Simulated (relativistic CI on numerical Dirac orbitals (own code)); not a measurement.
**d8 in a ligand field**

Computed with a parametric ligand-field model of a d^n configuration (Racah B and C, spin-orbit zeta, crystal field), exact diagonalisation.

Field parameters in Wybourne normalisation: Oh B⁴₀ = 21Dq, B⁴₄ = √(5/14) B⁴₀. The field is a parameter set, without covalency.

Lowest levels for B = 710, C = 2640, ζ = 110 cm⁻¹, Oh, 10Dq = 21750 cm⁻¹?

T2 0 (S 1.00), E 10822 (S 0.00), A1 19923 (S 0.00), T1 21723 (S 1.00), E 21723 (S 1.00), T2 21778 (S 1.00), A2 21806 (S 1.00), A1 29162 (S 1.00), T1 29165 (S 1.00) cm⁻¹, with S from ⟨S²⟩ = S(S + 1). The ground level has 2.00 electrons in the cubic e pair.

Lowest levels for B = 780, C = 3490, ζ = 850 cm⁻¹, Oh, 10Dq = 4050 cm⁻¹?

T2 0 (S 1.00), E 3657 (S 1.00), T1 3927 (S 1.00), T2 4671 (S 1.00), A2 4830 (S 1.00), A1 6086 (S 1.00), T1 6978 (S 1.00), E 8075 (S 0.96), T2 8112 (S 1.00) cm⁻¹, with S from ⟨S²⟩ = S(S + 1). The ground level has 2.07 electrons in the cubic e pair.

Lowest levels for B = 410, C = 1960, ζ = 1500 cm⁻¹, Oh, 10Dq = 20300 cm⁻¹?

T2 0 (S 1.00), E 7015 (S 0.05), A1 13219 (S 0.06), E 19797 (S 0.99), T1 19883 (S 0.99), T2 20738 (S 0.99), A2 21341 (S 1.00), T2 24948 (S 0.96), T1 25327 (S 0.99) cm⁻¹, with S from ⟨S²⟩ = S(S + 1). The ground level has 2.01 electrons in the cubic e pair.

Lowest levels for B = 510, C = 2230, ζ = 3600 cm⁻¹, Oh, 10Dq = 25250 cm⁻¹?

T2 0 (S 0.99), E 7988 (S 0.13), A1 15410 (S 0.17), E 23817 (S 0.99), T1 24087 (S 0.97), T2 26084 (S 0.93), A2 28342 (S 1.00), T2 31817 (S 0.92), T1 32778 (S 0.97) cm⁻¹, with S from ⟨S²⟩ = S(S + 1). The ground level has 2.04 electrons in the cubic e pair.

Lowest levels for B = 390, C = 1600, ζ = 480 cm⁻¹, Oh, 10Dq = 36100 cm⁻¹?

T2 0 (S 1.00), E 6291 (S 0.00), A1 12184 (S 0.00), E 35959 (S 1.00), T1 35970 (S 1.00), T2 36219 (S 1.00), A2 36358 (S 1.00), T2 40520 (S 0.99), E 40581 (S 1.00) cm⁻¹, with S from ⟨S²⟩ = S(S + 1). The ground level has 2.00 electrons in the cubic e pair.
